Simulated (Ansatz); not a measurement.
Ge23H30, a nanocrystal cut from hexagonal germanium, relaxed as a singlet with RKS PBE-D4/def2-SVP in Ansatz, starting from the GFN2-xTB geometry. Force threshold 0.03 eV/Å.

Single mean-field runs in def2-SVP are fitted with def2-universal-jkfit.

Start:

Cartesian coordinates in Å:
```
Ge -4.396 3.220 -0.514
Ge -2.657 3.081 1.151
Ge -4.008 -0.709 -1.346
Ge -4.046 1.570 -2.253
Ge -2.207 -0.841 0.338
Ge -1.027 1.332 0.625
Ge 0.897 -1.170 3.299
Ge 0.847 1.035 2.217
Ge 2.582 -1.208 5.043
Ge 3.864 0.820 5.121
Ge -1.882 1.875 -3.367
Ge -0.108 1.715 -1.658
Ge 3.063 1.463 1.244
Ge 4.760 1.422 2.977
Ge -3.619 -2.382 -3.061
Ge -0.585 -2.622 -0.184
Ge 1.185 -2.812 1.509
Ge -1.473 -2.013 -4.126
Ge -1.483 0.212 -5.089
Ge 0.306 -2.153 -2.433
Ge 1.541 -0.033 -2.206
Ge 3.329 -2.372 0.460
Ge 3.357 -0.167 -0.556
H -5.768 3.065 0.120
H -4.471 4.620 -1.099
H -3.241 2.851 2.536
H -1.955 4.419 1.325
H -5.348 -1.002 -0.655
H -5.171 1.677 -3.297
H -2.851 -1.204 1.687
H -0.485 -1.397 3.936
H 0.644 2.076 3.338
H 2.007 -1.596 6.394
H 3.528 -2.369 4.765
H 2.952 1.943 5.588
H 4.920 0.800 6.210
H -1.833 3.274 -3.998
H 0.650 3.054 -1.641
H 3.022 2.867 0.616
H 5.578 2.700 3.018
H 5.810 0.391 2.584
H -4.751 -2.417 -4.073
H -3.696 -3.772 -2.452
H -1.369 -3.946 -0.240
H 1.198 -4.231 2.096
H -1.248 -3.059 -5.227
H -2.489 0.331 -6.222
H -0.171 0.509 -5.796
H 1.301 -3.265 -2.811
H 2.140 0.326 -3.578
H 4.455 -2.503 1.477
H 3.691 -3.455 -0.543
H 4.711 0.048 -1.247
```

| step | energy (eV) | largest force component (eV/Å) | SCF passes |
| --- | --- | --- | --- |
| 1 | -1300064.8607 | 0.702 | 19 |
| 2 | -1300065.2762 | 0.354 | 25 |
| 3 | -1300065.4132 | 0.168 | 21 |
| 4 | -1300065.4280 | 0.011 | 21 |

Force components are those of the run's own axes.

End:

```xyz
53

Ge   -4.373    3.194   -0.524
Ge   -2.590    3.032    1.159
Ge   -3.997   -0.719   -1.286
Ge   -4.012    1.522   -2.276
Ge   -2.205   -0.865    0.401
Ge   -1.001    1.265    0.563
Ge    0.802   -1.120    3.280
Ge    0.793    1.103    2.245
Ge    2.583   -1.273    4.966
Ge    3.823    0.828    5.088
Ge   -1.838    1.906   -3.339
Ge   -0.053    1.753   -1.645
Ge    2.978    1.523    1.216
Ge    4.763    1.363    2.897
Ge   -3.630   -2.396   -3.033
Ge   -0.615   -2.639   -0.179
Ge    1.163   -2.786    1.521
Ge   -1.455   -1.992   -4.082
Ge   -1.462    0.238   -5.092
Ge    0.326   -2.130   -2.384
Ge    1.546   -0.010   -2.233
Ge    3.350   -2.352    0.513
Ge    3.334   -0.144   -0.543
H    -5.758    2.962    0.149
H    -4.380    4.619   -1.151
H    -3.202    2.720    2.557
H    -1.833    4.388    1.268
H    -5.367   -0.981   -0.584
H    -5.140    1.608   -3.352
H    -2.841   -1.183    1.791
H    -0.584   -1.363    3.953
H     0.548    2.172    3.357
H     1.977   -1.631    6.354
H     3.565   -2.414    4.570
H     2.848    1.965    5.508
H     4.947    0.741    6.161
H    -1.815    3.339   -3.960
H     0.697    3.121   -1.571
H     2.970    2.952    0.589
H     5.566    2.695    2.956
H     5.752    0.233    2.486
H    -4.762   -2.307   -4.100
H    -3.664   -3.824   -2.413
H    -1.376   -4.000   -0.252
H     1.156   -4.214    2.152
H    -1.195   -3.067   -5.184
H    -2.588    0.335   -6.165
H    -0.100    0.508   -5.797
H     1.329   -3.261   -2.778
H     2.173    0.317   -3.625
H     4.450   -2.396    1.615
H     3.684   -3.449   -0.540
H     4.713    0.114   -1.229
```

By distances, no bond broke or formed. The bond that changes most is Ge1–Ge2, from 2.41 to 2.46 Å (atoms count from 1).

No frequencies were taken in this run, so the end may be a saddle point.

Run time 18 s (11 threads of AMD EPYC 7R13 on a shared host and a whole NVIDIA H100 80GB HBM3), peak host memory 1.8 GiB.
